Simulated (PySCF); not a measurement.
An equivalent PySCF input for As (arsenic, neutral), [Ar] 3d10 4s2 4p3, high-spin 4S determinant, with the spin-free X2C one-electron Hamiltonian (Gaussian nucleus):

```python
from pyscf import gto, scf, dft, mp, cc
import basis_set_exchange as bse
mol = gto.M(atom="As 0 0 0", charge=0, spin=3, symmetry="D2h",
            basis=gto.basis.parse(bse.get_basis("cc-pVDZ-DK", elements=["As"], fmt="nwchem", header=False)),
            nucmod="G")
mf = dft.UKS(mol, xc="LDA,VWN").sfx2c1e()
mf.irrep_nelec = {'Ag': (6, 6), 'B1g': (1, 1), 'B2g': (1, 1), 'B3g': (1, 1), 'B1u': (3, 2), 'B2u': (3, 2), 'B3u': (3, 2)}
mf.kernel()
```

It reaches the same state as the run whose output follows, with an energy that differs only through the grid. The run itself started from symmetry-adapted Hartree-Fock orbitals and held the occupation by maximum overlap, on a logarithmic radial grid, so the iterations belong to that start.

```
SCF conv_tol = 1e-09
number electrons alpha = 18  beta = 15
XC functionals = LDA,VWN
    P. A. M. Dirac.,  Math. Proc. Cambridge Philos. Soc. 26, 376 (1930)
    F. Bloch.,  Z. Phys. 57, 545 (1929)
    S. H. Vosko, L. Wilk, and M. Nusair.,  Can. J. Phys. 58, 1200 (1980)
cycle= 1 E= -2257.16203363219  delta_E= -0.0103  |g|= 0.0608  |ddm|= 0.517
cycle= 2 E= -2257.16276670208  delta_E= -0.000733  |g|= 0.0288  |ddm|= 0.0667
cycle= 3 E= -2257.16301599381  delta_E= -0.000249  |g|= 0.00304  |ddm|= 0.0701
cycle= 4 E= -2257.16302247952  delta_E= -6.49e-06  |g|= 7.25e-06  |ddm|= 0.0179
cycle= 5 E= -2257.16302247958  delta_E= -5.46e-11  |g|= 2.47e-07  |ddm|= 7.67e-05
converged SCF energy = -2257.16302247958  <S^2> = 3.7502525  2S+1 = 4.0001263
```
